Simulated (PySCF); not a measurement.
Molecule: SMILES C#CCB, C$_{3}$H$_{5}$B.

Numbering as in the mapped SMILES `[BH2:1][CH2:2][C:3]#[CH:4]`; H(Xn) means a hydrogen on atom n.

Geometry PBE0-D3(BJ)/def2-SVP throughout; GIAO in PySCF 2.14, gas phase, one conformer, non-relativistic; equivalent atoms averaged; basis pcSseg-2.

(1) How do the absolute shieldings σ depend on the functional? (ppm; last column core-seconds on shared hosts with different chips, so compare them loosely; the GGAs took longer than the global hybrids here, which isn't the general rule, and the cause wasn't traced)

(2) Which nucleus moves most, in ppm?

Results:

(1) 
```tsv
functional	kind	B1	C3	C4	C2	H(B1)	H(C2)	H(C4)	core-s
HF	Hartree–Fock	32.1	104.2	116.3	174.8	24.81	29.46	29.51	6.6
LDA	LDA	-14.5	86.2	104.5	149.4	22.50	27.71	29.24	19
PBE	GGA	-3.0	91.3	109.3	151.7	23.33	28.24	29.61	21
BLYP	GGA	-3.4	88.2	108.1	148.1	23.75	28.50	29.81	19
BP86	GGA	-0.4	91.7	109.4	152.1	23.46	28.33	29.65	19
OPBE	GGA	9.6	99.7	115.4	158.6	23.50	28.27	29.62	19
KT2	GGA	9.0	101.6	118.2	155.8	23.59	28.19	29.37	19
KT3	GGA	13.5	102.6	119.3	156.5	24.05	28.44	29.61	19
B97-D	GGA	10.0	95.4	113.3	154.4	24.00	28.57	29.80	19
B3LYP	global hybrid	3.1	91.2	109.0	154.6	23.91	28.69	29.73	12
wB97X-D	range-separated hybrid	12.1	94.7	110.3	162.3	23.99	28.84	29.61	18
```

(2) B1 (boron bonded to C, 2 H): from -14.5 ppm with LDA to 32.1 ppm with HF. The smallest spread is 0.57 ppm, at H(C4). Proton shifts span only some 12 ppm, so a few tenths of a ppm matter as much there as several ppm in carbon.
